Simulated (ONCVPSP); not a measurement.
**Varying the ONCV potential for Sr**

Base potential:

- Element: Sr
- Generator: ONCVPSP 4.0.1
- Type: optimised norm-conserving Vanderbilt (ONCV)
- Functional: PBE
- Relativity: scalar-relativistic
- Frozen core: [Ar] 3d10
- Valence charge: 10
- Reference configuration: 4s2 4p6 5s2
- Partial waves: 4s+5s: rc 1.95 bohr, ncon 4, nbas 9, qcut 4.8 1/bohr, 3 projectors, debl 3.9 Ha; 4p: rc 1.70 bohr, ncon 3, nbas 6, qcut 5.5 1/bohr, 2 projectors, debl 3 Ha; d scattering state at 0.34 Ha: rc 1.75 bohr, ncon 4, nbas 9, qcut 5.5 1/bohr, 1 projector
- Local potential: polynomial inside 1.65 bohr (lpopt 5, dvloc0 3 Ha)
- Core correction: polynomial model core, fcfact 0.25

In the d channel the program set the typed energies aside and used 0.050 Ha.

All-electron outer shells of the reference configuration (PBE, scalar-relativistic, ld1.x):

```
shell  level (eV)  outermost node (bohr)  outermost maximum (bohr)
   4s      -40.90                   0.59                      1.19
   4p      -22.82                   0.61                      1.33
   5s       -3.53                   1.65                      3.72
```

Cutoffs, loose and tight: the cutoffs (Ha) at which the residual kinetic energy of the hardest occupied pseudo-wave falls to 1 and 0.1 mHa per electron. They do not see the model core or the augmentation charge, which bear on the density cutoff. Test errors are all-electron minus pseudo excitation energies from the reference, over the configurations 4s2 4p6 5s1; 4s2 4p6 5s0; 4s2 4p6 5s1.5; 4s2 4p6 4d0.5 5s1.5. A dash means not determined; rows that change the core or the reference have their own tests.

```tsv
change	outcome	cutoff, loose	cutoff, tight	bound ghosts	GHOST(+) flags above zero	largest test error (meV)
base	generated, projector energies reset by the program	9.6 Ha	20 Ha	none	none	-3.4
p: qcut 7.3	generated, projector energies reset by the program	17 Ha	21 Ha	none	none	-3.8
local potential polynomial inside 1.35 bohr (lpopt 3, dvloc0 -1 Ha)	generated, projector energies reset by the program	9.6 Ha	20 Ha	none	s	-3.5
s: qcut 6.5; p: qcut 7.4; d: qcut 7.4	generated, projector energies reset by the program	17 Ha	21 Ha	none	none	-2.2
core correction polynomial model core, fcfact 0.52	generated, projector energies reset by the program	9.6 Ha	20 Ha	none	none	-3.5
core correction Teter function fitted to the true core (icmod 2), fcfact 0.55	generated, projector energies reset by the program	9.6 Ha	20 Ha	none	none	-3.3
```

(1) What comes out with this change to the base: p: rc 1.56; local potential polynomial inside 1.56 bohr (lpopt 5, dvloc0 3 Ha)?

Answers

(1) outcome: generated, projector energies reset by the program; cutoff, loose: 13 Ha; cutoff, tight: 42 Ha; bound ghosts: none; GHOST(+) flags above zero: s; largest test error (meV): -3.6.
